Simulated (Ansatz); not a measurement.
Breaking the Se1–I3 bond in HISe (SMILES [SeH]I) (multiplicity 1 held, fragments rigid). Energies count from the point at 2.543 Å.
Geometry at that point (charge 0, multiplicity 1):
```tsv
atom	x (Å)	y (Å)	z (Å)
Se	-0.9044	-0.7406	0.9881
H	-1.8402	-1.1856	-0.0595
I	0.6149	0.4975	-0.6327
```

Restricted levels (R-, RO-) in cc, def2 and unpolarised 6-31G sets keep to the state of the molecule at rest. U- levels take the lowest unrestricted solution at each point, which mixes spins at long bonds. Curves can end on different states.

Frozen-core correlation. Filled d and f shells under p-block atoms count as core.

Codes used: Ansatz (a program for electronic structure) with Gaussian orbitals. Each number belongs to the level named beside it. In def2 rows elements past Kr take small-core potentials, without spin–orbit coupling.

Energies in kcal/mol.

```tsv
R (Å)	U-HF/def2-TZVPP	U-PBE/def2-TZVPP	R-r2SCAN/def2-TZVPP	U-MP2/def2-TZVPP	R-CCSD(T)/def2-TZVPP	U-CCSD(T)/def2-TZVPP
2.035	69.7	67.9	65.8	68.2	71.1	71.1
2.289	10.3	11.1	10.0	10.0	11.6	11.6
2.543	0.0	0.0	0.0	0.0	0.0	0.0
2.798	7.9	6.1	7.2	13.8	6.1	6.5
3.052	13.7	17.5	19.7	31.2	17.2	19.5
3.433	17.1	32.9	38.4	41.6	32.1	36.1
3.815	18.1	43.0	52.9	45.3	40.5	42.5
4.451	18.0	51.1	67.4	46.7	42.2	44.3
5.086	18.1	53.0	74.1	47.3	38.8	44.9
5.849	18.3	53.9	77.2	47.7	35.5	45.2
6.867	18.4	54.3	78.4	47.9	33.3	45.4
8.138	18.5	54.4	78.6	47.9	32.0	45.4
```

Doubts at one or more of the structures used: a spin-contaminated determinant (U-HF/def2-TZVPP, U-PBE/def2-TZVPP, U-MP2/def2-TZVPP, U-CCSD(T)/def2-TZVPP); a restricted determinant that unrestricted orbitals would lower (R-r2SCAN/def2-TZVPP, R-CCSD(T)/def2-TZVPP); other coupled-cluster roots lie near (R-CCSD(T)/def2-TZVPP); T1 above 0.05 (R-CCSD(T)/def2-TZVPP, U-CCSD(T)/def2-TZVPP); the program's own flag: other amplitudes (U-CCSD(T)/def2-TZVPP).
